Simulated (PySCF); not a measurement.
Predicted microwave data (PBE0-D3(BJ)/def2-SVP geometry optimisation, gas phase (PySCF 2.14.0)) for one isomer of CH10B2NP:

| Item | Value |
| --- | --- |
| Rotational constants | A = 5773, B = 2300, C = 1815 MHz |
| Dipole components | \|μa\| = 2.90 D, \|μb\| = 1.61 D, \|μc\| = 0.41 D |
| Inertial defect | -28.77 u·Å² |
| κ | -0.75 |

Question: Which structure is it? (One computed conformer of each.)
A. `[CH3:1][B@@H-:2]1[NH2+:3][BH2-:4][PH2+:5]1` with C1–B2–N3–B4 -133°, B2–N3–B4–P5 12°, N3–B4–P5–B2 -10°, C1–B2–P5–B4 128°
B. `[BH2:1][NH:2][CH2:3][BH2-:4][PH3+:5]` with B1–N2–C3–B4 115°, N2–C3–B4–P5 -57°

Answer: B. It is BNC[BH2-][PH3+], an asymmetric top, point group C1. The candidates at the same level (rigid rotor, commonest isotopes):

| SMILES | A (MHz) | B (MHz) | C (MHz) | μa (D) | μb (D) | μc (D) | Δ (u·Å²) | point group | rotor |
| --- | --- | --- | --- | --- | --- | --- | --- | --- | --- |
| BNC[BH2-][PH3+] | 5773 | 2300 | 1815 | 2.90 | 1.61 | 0.41 | -28.77 | C1 | asymmetric top |
| C[B@@H-]1[NH2+][BH2-][PH2+]1 | 5016 | 3266 | 2227 | 0.80 | 0.31 | 0.61 | -28.60 | C1 | asymmetric top |

`C[B@@H-]1[NH2+][BH2-][PH2+]1` has B 42 % too high. No structure here is proved a minimum.
